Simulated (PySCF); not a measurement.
## Excitation energy of Al by level of theory

Al [Ne] 3s2 3p1 (2P) → Al [Ne] 3s1 3p2 (4P), as a difference of total energies. All numbers are calculated (PySCF 2.14, no relativity, point nucleus, in dyall-av3z (19s12p3d2f, 84 functions)). Correlated levels: valence: [Ne] frozen; virtual orbitals above 40 to 60 times the deepest correlated orbital energy dropped. The calculations carry no spin-orbit coupling.

```tsv
method	excitation energy (eV)
UHF	2.387
LDA	3.662
PBE	3.562
PBE0	3.436
r2SCAN	3.167
MN15	3.850
r2SCAN0	3.212
revPBE	3.499
PBEsol	3.476
MP2 (valence)	3.139
SCS-MP2 (valence)	3.447
```

Q: How much does correlation contribute at MP2 (valence)?

A: 3.139 − (2.387) = 0.752 eV, measured against UHF.

Errors of the correlated levels include the incompleteness of this basis and the frozen core.

For comparison: 3.598 eV (measured; NIST levels, between the centres of gravity of the two terms).
